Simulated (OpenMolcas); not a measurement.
**Si: effect of the basis set**

| Quantity | Value |
| --- | --- |
| Program | OpenMolcas 26.06 |
| Method | RASSCF |
| Active space | 4 electrons in 9 orbitals (RAS2 3s 3p; RAS3 3d, at most 2 electrons) |
| State averaging | 2S+1 = 3 even, 3 roots; 2S+1 = 1 even, 6 roots; 2S+1 = 5 odd, 1 root; 2S+1 = 3 odd, 8 roots; 2S+1 = 1 odd, 5 roots |
| Spin-orbit coupling | state interaction with AMFI integrals over the reference wave functions, term energies averaged over their components |

A. ANO-RCC-VTZP [5s4p2d1f], DKH2, point nucleus; cost of the order of 17 core-seconds
B. ANO-R2 [5s4p3d1f], X2C, finite nucleus; cost roughly 19 core-seconds
C. ANO-RCC-VQZP [6s5p3d2f1g], DKH2, point nucleus; cost about 18 core-seconds
D. ANO-RCC [8s7p5d4f2g], DKH2, point nucleus; cost roughly 26 core-seconds

Energies in cm-1 above 3s2 3p2 3P0, the measured ground level; measured values from NIST Handbook of Basic Atomic Spectroscopic Data.

| Level | A | B | C | D | Measured |
| --- | --- | --- | --- | --- | --- |
| 3s2 3p2 3P0 | 0.0 | 0.0 | 0.0 | 0.0 | 0.0 |
| 3s2 3p2 3P1 | 66.9 | 66.7 | 66.8 | 66.7 | 77.1 |
| 3s2 3p2 3P2 | 196 | 196 | 196 | 196 | 223 |
| 3s2 3p2 1D2 | 8693 | 8723 | 8692 | 8693 | 6299 |
| 3s2 3p2 1S0 | 19438 | 19579 | 19434 | 19435 | 15394 |
| 3s 3p3 5S* 2 | 29112 | 29151 | 29114 | 29118 | 33326 |
| 3s 3p3 3D* 1 | 46806 | 47791 | 46532 | 46483 |  |
| 3s 3p3 3D* 2 | 46812 | 47795 | 46539 | 46492 |  |
| 3s 3p3 3D* 3 | 46824 | 47804 | 46552 | 46507 | 45322 |

Deviations, from unrounded energies. A percentage is the sum of absolute deviations over the sum of measured energies, with the sign that they share, or ± where signs differ.

```
                        Against measurement  Levels      A      B      C      D
             mean absolute deviation (cm-1)       6   2000   2200   2000   2000
      fine structure of the ground term (%)       2  -12.4  -12.7  -12.5  -12.6
other terms of the ground configuration (%)       2  +29.7  +30.5  +29.7  +29.7
                   other configurations (%)       2   ±7.3   ±8.5   ±6.9   ±6.9
```

A, C, D lie about equally close to measurement and B furthest from it. The largest miss of D in the table is 3s 3p3 5S* 2, by -4200 cm-1. The ranking rests on the paired levels alone, and a cruder setting can come out closer through cancelling errors.

Among A to D the level of the table that moves most is 3s 3p3 3D* 1, by 1300 cm-1 (lowest in D, highest in B).

Without dynamic correlation excited terms often stand tens of per cent too high (terms of higher spin than the ground term too low), and those without a measured partner can miss by more than the paired ones. The run also gave levels led by 3s2 3p 3d, which use shells meant for correlation; these and all levels above them are left out. Some terms mix strongly with configurations of 3d, whose occupation reaches 0.28 (3s 3p3 3D*) (figures for A; the like holds for B, C, D). Measured partners are found by configuration, term and J. A level has none where our copy of the source lacks it or the pairing is in doubt (some pairs that miss far off the trend of their configuration count as doubtful), and it then counts in no deviation. Levels of configurations outside the active space are missing. Levels that lie high or do not pair safely by name in every column are left out.

* marks odd parity.
